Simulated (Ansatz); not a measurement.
Cartesian coordinates (Å):
```xyz
4

Cl    -1.0457    -1.3112    -0.0714
C      0.0001    -0.0003     0.2102
Cl     1.6585    -0.2498    -0.0711
Cl    -0.6129     1.5613    -0.0677
```
Charge 0, spin multiplicity 2.

These are frozen-core CCSD(T)/cc-pVTZ // PBE0-D3(BJ)/def2-TZVP run with Ansatz (a program for electronic structure) values and carry that method's errors.

- HF energy = -1416.37691 Ha
- MP2 correlation energy = -0.70127 Ha

Estimate the CCSD correlation energy, the (T) correction, the total energy and the T1 diagnostic.


```yaml
CCSD correlation energy: -0.74772 Ha
"(T) correction": -0.03465 Ha
CCSD(T) total energy: -1417.15928 Ha
T1 diagnostic: 0.015
```
